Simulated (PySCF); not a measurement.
Compound: C7H7FSi.
SMILES: `C#C[C@@H]1[SiH2]/C(=C\F)C1=C`

Theory: PySCF, TDDFT CAM-B3LYP/def2-SVPD, vertical, gas phase, core orbitals frozen in the response. Isolated species at its GFN2-xTB geometry, gas phase.

What does the calculation give for the low-lying excited states?

| state | E (eV) | λ (nm) | f | main configurations (H = HOMO, L = LUMO) |
| --- | --- | --- | --- | --- |
| S1 | 4.98 | 249.0 | 0.186 | H→L (97%) |
| S2 | 5.45 | 227.7 | 0.034 | H-1→L (92%) |
| S3 | 5.93 | 208.9 | 0.0032 | H-2→L (83%) |
| S4 | 6.14 | 202.1 | 0.0097 | H→L+1 (88%) |
| S5 | 6.31 | 196.4 | 0.0082 | H-3→L (26%), H-4→L (16%), H-1→L+3 (16%) |
| S6 | 6.37 | 194.6 | 0.0030 | H-3→L (25%), H-4→L (13%), H-1→L+3 (10%) |
| S7 | 6.48 | 191.5 | 0.0010 | H→L+2 (68%) |
| S8 | 6.54 | 189.7 | 0.042 | H-1→L+1 (60%) |

Triplets (Tamm–Dancoff): T1 2.81 eV, H→L (88%); T2 4.79 eV, H-4→L (26%), H-3→L (25%), H-1→L (12%); T3 5.28 eV, H-1→L (37%).

The lowest singlet lies at 4.98 eV (249 nm, ultraviolet) and is strong; its leading configuration is HOMO→LUMO (97%). The lowest level is also the most intense of those listed (f = 0.186). Löwdin shares by element: HOMO carbon 74% or more (atoms not listed hold the other 26%); LUMO carbon 69% or more (atoms not listed hold the other 31%). Of the 8 states listed, 3 reach f = 0.01 and none stays under 0.0005. Weighted by f, the mean energy of these states is 5.37 eV. Orbital energies (eV): HOMO-3 -10.57, HOMO-2 -9.13, HOMO-1 -8.69, HOMO -8.05, LUMO -0.47, LUMO+1 0.82, LUMO+2 1.13. The window holds the lowest 8 singlets.
